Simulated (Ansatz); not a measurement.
Reaction (ligand exchange at a Ge–Te bond): `[GeH3][TeH]` + `OC[TeH]` → `[GeH3][O]C[TeH]` + H₂Te

Computed with Ansatz on PBE0-D4/def2-TZVP structures; ΔE is electronic, products minus reactants. CCSD(T)/CBS adds triple-zeta CCSD(T) − MP2 to the extrapolated MP2 energy (def2 sets, frozen cores). Functionals use def2-TZVPP. def2 core potentials past Kr. For Ge, Te outer-core shells are correlated without core-valence functions, which leaves a few kJ/mol of doubt a bond. Scalar relativity is left out up to krypton. One conformer a species, not always the lowest.

`[GeH3][TeH]`:

Cartesian coordinates in Å:
```
Ge 0.566 0.131 0.327
Te -1.389 0.573 -1.262
H 1.392 -1.071 -0.152
H 1.416 1.407 0.285
H 0.056 -0.119 1.753
H -2.041 -0.919 -0.950
```

`OC[TeH]`:

Cartesian coordinates in Å:
```
O -1.474 -0.023 0.150
C -0.222 0.544 -0.046
Te 1.187 -0.685 -1.164
H -1.371 -0.859 0.614
H 0.295 0.804 0.881
H -0.360 1.443 -0.644
H 1.944 -1.223 0.210
```

`[GeH3][O]C[TeH]`:

```xyz
10

Ge    1.016    0.568    1.347
O    -0.483    0.217    0.433
C    -0.365   -0.071   -0.922
Te   -2.284   -0.492   -1.808
H     1.945   -0.657    1.248
H     0.540    0.827    2.777
H     1.695    1.799    0.719
H     0.261   -0.947   -1.121
H     0.019    0.774   -1.506
H    -2.344   -2.019   -1.167
```

H₂Te:

Cartesian coordinates in Å:
```
Te 0.633 -0.133 -0.432
H -0.936 0.283 -0.759
H 0.304 -0.149 1.191
```

| level | ΔE (kJ/mol) |
| --- | --- |
| PBE0-D4 | 57.0 |
| PBE0 | 58.4 |
| CCSD(T)/def2-TZVPP | 39.3 |
| MP2/CBS(def2) | 51.8 |

Question: What does CCSD(T)/CBS give? (Estimate.)

Answer: The calculation gave: +47.3 kJ/mol. The listed levels differ from it by 9.7, 11.1, -8.0, 4.5 kJ/mol.

Largest T1 diagnostic among the species: 0.012.
